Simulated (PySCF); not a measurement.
CBrF₂, SMILES Br[C](F)F, multiplicity 2. The structure is a stationary point at r2SCAN-D4/def2-SVP. The isomer is the one that the SMILES or the coordinates give; other isomers of the formula were not compared.

The numbers are results of r2SCAN-D4/def2-SVP (PySCF 2.14.0), not measurements.

Harmonic wavenumbers (cm⁻¹): 312, 325, 586, 683, 1175, 1255. Rotational constants (GHz): 10.96, 2.881, 2.316; symmetry number 1.

Q: Work out the zero-point energy and the ideal-gas rigid-rotor harmonic-oscillator thermochemistry at 298.15 K and 1 atm.

A: ZPE = ½ Σ hcν = ½ × 4336 cm⁻¹ = 6.20 kcal/mol. H − E(el) = 9.27 kcal/mol. Entropy in cal/(mol K): translation 40.50, rotation 25.89, vibration 3.52, spin 1.38, total 71.28. G − E(el) = -11.98 kcal/mol. Cp = 13.54 cal/(mol K).
